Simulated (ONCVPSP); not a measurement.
tungsten: from the effect back to the setting (ONCV)

Base potential:

ONCVPSP 4.0.1 input, shortened (lines: element, Z, core and valence counts, functional; n l f; lmax; l rc ep ncon nbas qcut; lloc lpopt rc5 dvloc0; l nproj debl; icmod fcfact rcfact), revPBE, scalar-relativistic:

```
  W 74.00    9    5  -102130      upf
    1    0    2.00
    2    0    2.00
    2    1    6.00
    3    0    2.00
    3    1    6.00
    3    2   10.00
    4    0    2.00
    4    1    6.00
    4    2   10.00
    4    3   13.00
    5    0    2.00
    5    1    6.00
    5    2    5.00
    6    0    2.00
    3
    0    1.45    0.00    4    7    6.70
    1    1.90    0.00    4    8    7.90
    2    1.65    0.00    4    8    6.90
    3    0.65    0.00    5   10   26.80
    4    5    0.55    0.00
    0    3    0.30
    1    3    2.40
    2    2    2.00
    3    2    3.60
    1    0.40    0.00
```

Cutoffs, loose and tight: the cutoffs (Ha) at which the residual kinetic energy of the hardest occupied pseudo-wave falls to 1 and 0.1 mHa per electron. They do not see the model core or the augmentation charge, which bear on the density cutoff. Test errors are all-electron minus pseudo excitation energies from the reference, over the configurations 4f14 5s2 5p6 5d4 6s2; 4f14 5s2 5p6 5d4 6s1; 4f14 5s2 5p6 5d4 6s0; 4f14 5s2 5p6 5d3 6s2 6p1; variants that change the core or the reference have their own tests.

Only the scale of all radii but the core radius (base = 1) is moved (3 further runs of the sweep failed or gave no value and are left out):

| scale of all radii but the core radius (base = 1) | cutoff, loose | cutoff, tight | bound ghosts | largest test error (meV) |
| --- | --- | --- | --- | --- |
| 0.84 | 477 Ha | 1350 Ha | s, p, d | -637 |
| 0.88 | 345 Ha | 866 Ha | s, p, d | -610 |
| 1.01 | 312 Ha | 339 Ha | s, p | -533 |
| 1.14 | 285 Ha | 314 Ha | s, p | -512 |
| 1.21 | 272 Ha | 301 Ha | s, p | -150 |
| 1.27 | 258 Ha | 287 Ha | s | -392 |

Q: One more run gave cutoff, loose: 298 Ha; cutoff, tight: 327 Ha; bound ghosts: s, p; largest test error (meV): -509. Which value of the scale of all radii but the core radius (base = 1) was used?

A: 1.07. The loose cutoff moves one way along this sweep, from 477 Ha at 0.84 to 258 Ha at 1.27, which places the run between 1.01 and 1.14.
